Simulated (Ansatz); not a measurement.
Basis-set series for `CO[Si](F)[SeH]` radical. The species carries charge 0 and has multiplicity 2. The geometry is a stationary point of PBE0-D4/def2-TZVP. It is one conformer, not always the lowest.

```csv
functional,basis,functions,energy (Eh),HOMO (eV),LUMO (eV)
PBE0-D4,def2-SVP,112,-2905.52077,-6.16,-2.68
PBE0-D4,def2-TZVPP,239,-2906.19116,-6.25,-2.69
ωB97M-V,def2-SVP,112,-2905.91399,-7.90,-1.05
ωB97M-V,def2-TZVPP,239,-2906.58926,-8.00,-1.14
```

Question: Give the rows for def2-QZVPP. (Estimate.)

Answer: Computed: 
| functional | basis | functions | energy (Eh) | HOMO (eV) | LUMO (eV) |
| --- | --- | --- | --- | --- | --- |
| PBE0-D4 | def2-QZVPP | 450 | -2906.26453 | -6.29 | -2.75 |
| ωB97M-V | def2-QZVPP | 450 | -2906.65987 | -8.04 | -1.23 |

HOMO and LUMO are taken over both spins. Scalar relativity is left out up to krypton.
